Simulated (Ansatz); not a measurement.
Species: CHO$_{2}$, SMILES `O=[C]O` (O–C–O–H torsion 0°) (charge 0, multiplicity 2).

Give a relaxed geometry from CAM-B3LYP-D3(BJ)/def2-TZVP run with Ansatz (a first-principles code).

Several could match; the one computed here: the end point of this relaxation, one of several conformers (outside a Z-matrix the atoms follow the SMILES, hydrogens last).
Z-matrix (Å, degrees):
```
C
O 1 1.1765
O 1 1.3184 2 130.54
H 3 0.9762 1 109.69 2 0.00
```
